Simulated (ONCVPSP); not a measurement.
PBE ONCV dataset for arsenic (As), scalar-relativistic all-electron reference.

The input file (ONCVPSP 4.0.1):

```
# ATOM AND REFERENCE CONFIGURATION
# atsym  z   nc   nv     iexc    psfile
  As 33.00    6    2        4      upf
#
#   n    l    f
    1    0    2.00
    2    0    2.00
    2    1    6.00
    3    0    2.00
    3    1    6.00
    3    2   10.00
    4    0    2.00
    4    1    1.00
#
# PSEUDOPOTENTIAL AND OPTIMIZATION
# lmax
    1
#
#   l,   rc,      ep,       ncon, nbas, qcut
    0    1.70    0.00    4    8    2.90
    1    1.85    0.00    4    8    4.60
#
# LOCAL POTENTIAL
# lloc, lpopt,  rc(5),   dvloc0
    4    5    1.35    2.00
#
# VANDERBILT-KLEINMAN-BYLANDER PROJECTORs
# l, nproj, debl
    0    1    0.50
    1    2    2.50
#
# MODEL CORE CHARGE
# icmod, fcfact, rcfact
    0    0.00    0.00
#
# LOG DERIVATIVE ANALYSIS
# epsh1, epsh2, depsh
   -3.00    5.00    0.02
#
# OUTPUT GRID
# rlmax, drl
    6.00    0.01
#
# TEST CONFIGURATIONS
# ncnf
    4
# nvcnf
#   n    l    f
    2
    4    0    2.00
    4    1    3.00
#
    2
    4    0    2.00
    4    1    2.00
#
    2
    4    0    2.00
    4    1    0.00
#
    2
    4    0    1.00
    4    1    3.00
#
```

Command:

```bash
oncvpsp.x < As.dat > As.out
```

The program printed (shortened: citation, most of the input echo, consistency checks and plot data are left out):

```
ONCVPSP  (Optimized Norm-Conservinng Vanderbilt PSeudopotential)
scalar-relativistic version 4.0.1

#   n    l    f        energy (Ha)
    1    0    2.00    -4.3148243E+02
    2    0    2.00    -5.5426073E+01
    2    1    6.00    -4.8698131E+01
    3    0    2.00    -7.7784888E+00
    3    1    6.00    -5.6972878E+00
    3    2   10.00    -2.2761949E+00
    4    0    2.00    -1.2291827E+00
    4    1    1.00    -8.3306953E-01

Reference configufation results
  iterations    20
  all-electron total energy (Ha)   -2.25981179D+03

Begin loop to  construct optimized pseudo wave functions
and semi-local pseudopoentials for all angular momenta

Calculating optimized projector #   1

 for l=   0

    Fraction of norm inside rc  0.474776
    Optimizing pswf for qcut=   2.90 a_B^-1,  ecut=   4.22 Ha
    Residual kinetic energy error=  3.45D-02 Ha

    Energy error per electron        Cutoff
         Ha          eV             Ha
         0.01000     0.27211       11.63
         0.00100     0.02721       52.25
         0.00010     0.00272       62.52
         0.00001     0.00027       84.10

   Wellstate for l =  1  n =  6
     eigenvalue =   1.6669
     asymptotic potential =   2.1669
     half-point radius =  3.4597

Calculating optimized projector #   1

 for l=   1

    Fraction of norm inside rc  0.389197
    Optimizing pswf for qcut=   4.59 a_B^-1,  ecut=  10.56 Ha
    Residual kinetic energy error=  3.37D-04 Ha

    Energy error per electron        Cutoff
         Ha          eV             Ha
         0.01000     0.27211        2.91
         0.00100     0.02721        8.80
         0.00010     0.00272       20.32
         0.00001     0.00027       55.75

Calculating optimized projector #   2

 for l=   1

    Fraction of norm inside rc  0.085341
    Optimizing pswf for qcut=   4.59 a_B^-1,  ecut=  10.56 Ha
    Residual kinetic energy error=  1.24D-03 Ha

    Energy error per electron        Cutoff
         Ha          eV             Ha
         0.01000     0.27211        7.02
         0.00100     0.02721       10.92
         0.00010     0.00272       22.58
         0.00001     0.00027       52.26

Construct Vanderbilt / Kleinmman-Bylander projectors

B matrix Hermiticity error, ll=   1
   1   2   -1.3464E-04

  Orthonormal projector coefficients  3.8894E+00  6.5006E-01

Pseudoatom total energy   -5.151318

Diagnostic tests using Vanderbilt-Kleinman-Bylander pseudopotentials
  1 or more projectors used as specified by nproj input data

   l    rcore       rmatch      e in        delta e   norm test  slope test

   0   1.7018865   1.7535594  -1.2291827  -0.0000049   0.9999994   1.0000225

   1   1.8505564   1.9067433  -0.8330695  -0.0000009   1.0000347   1.0000765
   1   1.8505564   1.9067433   1.6669305   0.0000049   1.0002497   1.0002497

 Testing for bound ghosts
   n   l    E NL Schr. Eq   E Basis Diag.   E Cutoff

   1   0       -1.229188       -1.228106     64.58

   2   1       -0.833070       -0.830481     87.92

 Testing for highly-localized positive-energy ghosts
       l    <radius>/rc     E Basis Diag.   E Cutoff

       0        0.839986        0.407583     64.58  WARNING - GHOST(+)

Test configuration 0

   n   l     f        eae           eps        diff
   1   0  2.0000 -431.48242963
   2   0  2.0000  -55.42607330
   2   1  6.0000  -48.69813149
   3   0  2.0000   -7.77848885
   3   1  6.0000   -5.69728781
   3   2 10.0000   -2.27619489
   4   0  2.0000   -1.22918273   -1.22918763   -4.90D-06
   4   1  1.0000   -0.83306953   -0.83307048   -9.44D-07

    Total energies and differences
      AE_ref= -2.25981179D+03  AE_tst= -2.25981179D+03  dif=  0.00D+00
      PS_ref= -5.15131770D+00  PS_tst= -5.15131770D+00  dif=  3.55D-15
      PSP excitation error= -3.55D-15

Test configuration 1

   n   l     f        eae           eps        diff
   1   0  2.0000 -430.68474654
   2   0  2.0000  -54.63741766
   2   1  6.0000  -47.90834793
   3   0  2.0000   -6.99360286
   3   1  6.0000   -4.91255763
   3   2 10.0000   -1.49369658
   4   0  2.0000   -0.53265325   -0.53261009    4.32D-05
   4   1  3.0000   -0.19091332   -0.19117897   -2.66D-04

    Total energies and differences
      AE_ref= -2.25981179D+03  AE_tst= -2.26080651D+03  dif= -9.95D-01
      PS_ref= -5.15131770D+00  PS_tst= -6.14672861D+00  dif= -9.95D-01
      PSP excitation error=  6.95D-04

Test configuration 2

   n   l     f        eae           eps        diff
   1   0  2.0000 -431.04793338
   2   0  2.0000  -54.99773572
   2   1  6.0000  -48.26903610
   3   0  2.0000   -7.35274464
   3   1  6.0000   -5.27167127
   3   2 10.0000   -1.85213267
   4   0  2.0000   -0.85830378   -0.85838340   -7.96D-05
   4   1  2.0000   -0.49022998   -0.49056287   -3.33D-04

    Total energies and differences
      AE_ref= -2.25981179D+03  AE_tst= -2.26047028D+03  dif= -6.58D-01
      PS_ref= -5.15131770D+00  PS_tst= -5.81015028D+00  dif= -6.59D-01
      PSP excitation error=  3.45D-04

Test configuration 3

   n   l     f        eae           eps        diff
   1   0  2.0000 -431.97662462
   2   0  2.0000  -55.91023323
   2   1  6.0000  -49.18349980
   3   0  2.0000   -8.25834629
   3   1  6.0000   -6.17686237
   3   2 10.0000   -2.75313011
   4   0  2.0000   -1.63281311   -1.63049163    2.32D-03

    Total energies and differences
      AE_ref= -2.25981179D+03  AE_tst= -2.25879371D+03  dif=  1.02D+00
      PS_ref= -5.15131770D+00  PS_tst= -4.13418891D+00  dif=  1.02D+00
      PSP excitation error=  9.52D-04

Test configuration 4

   n   l     f        eae           eps        diff
   1   0  2.0000 -431.11162291
   2   0  2.0000  -55.05927492
   2   1  6.0000  -48.33045542
   3   0  2.0000   -7.41571731
   3   1  6.0000   -5.33436056
   3   2 10.0000   -1.91318813
   4   0  1.0000   -0.89156643   -0.89058084    9.86D-04
   4   1  3.0000   -0.51681430   -0.51717563   -3.61D-04

    Total energies and differences
      AE_ref= -2.25981179D+03  AE_tst= -2.26009884D+03  dif= -2.87D-01
      PS_ref= -5.15131770D+00  PS_tst= -5.43942286D+00  dif= -2.88D-01
      PSP excitation error=  1.05D-03
```

The run took about 2.3 s on one core of a shared server CPU.
